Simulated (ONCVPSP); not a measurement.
Which change was made? (I, ONCV)

```
Element                 : I (Z = 53)
Generator               : ONCVPSP 4.0.1
Type                    : optimised norm-conserving Vanderbilt (ONCV)
Functional              : PBEsol
Relativity              : scalar-relativistic
Frozen core             : [Kr] 4d10
Valence charge          : 7
Reference configuration : 5s2 5p4 (charge +1)
Partial waves           : 5s: rc 1.70 bohr, ncon 4, nbas 9, qcut 3.4 1/bohr, 3 projectors, debl 1.2 Ha; 5p: rc 1.85 bohr, ncon 3, nbas 8, qcut 3.8 1/bohr, 2 projectors, debl 3.8 Ha
Local potential         : polynomial inside 1.45 bohr (lpopt 5, dvloc0 4 Ha)
Core correction         : Teter function, fcfact 4.5, rcfact 1.65
```

Cutoffs, loose and tight: the cutoffs (Ha) at which the residual kinetic energy of the hardest occupied pseudo-wave falls to 1 and 0.1 mHa per electron. They do not see the model core or the augmentation charge, which bear on the density cutoff. Test errors are all-electron minus pseudo excitation energies from the reference, over the configurations 5s2 5p5; 5s2 5p3; 5s2 5p2; 5s1 5p6; variants that change the core or the reference have their own tests.

The base gives: outcome: generated; cutoff, loose: 29 Ha; cutoff, tight: 76 Ha; bound ghosts: s; GHOST(+) flags above zero: s, p; largest test error (meV): -278.

After one change the result is: outcome: generated; cutoff, loose: 31 Ha; cutoff, tight: 63 Ha; bound ghosts: none; GHOST(+) flags above zero: s; largest test error (meV): -286. Which change was it?
A. functional LDA (Perdew-Wang 92)
B. all radii but the core radius scaled by about 1.12 (s 1.90, p 2.06 bohr); local potential polynomial inside 1.62 bohr (lpopt 5, dvloc0 4 Ha)
C. s: qcut 2.7

B. The others give: s: qcut 2.7 → outcome: generated; cutoff, loose: 70 Ha; cutoff, tight: 83 Ha; bound ghosts: s; GHOST(+) flags above zero: s, p; largest test error (meV): -278 | functional LDA (Perdew-Wang 92) → outcome: generated; cutoff, loose: 31 Ha; cutoff, tight: 76 Ha; bound ghosts: s; GHOST(+) flags above zero: s, p; largest test error (meV): -216.
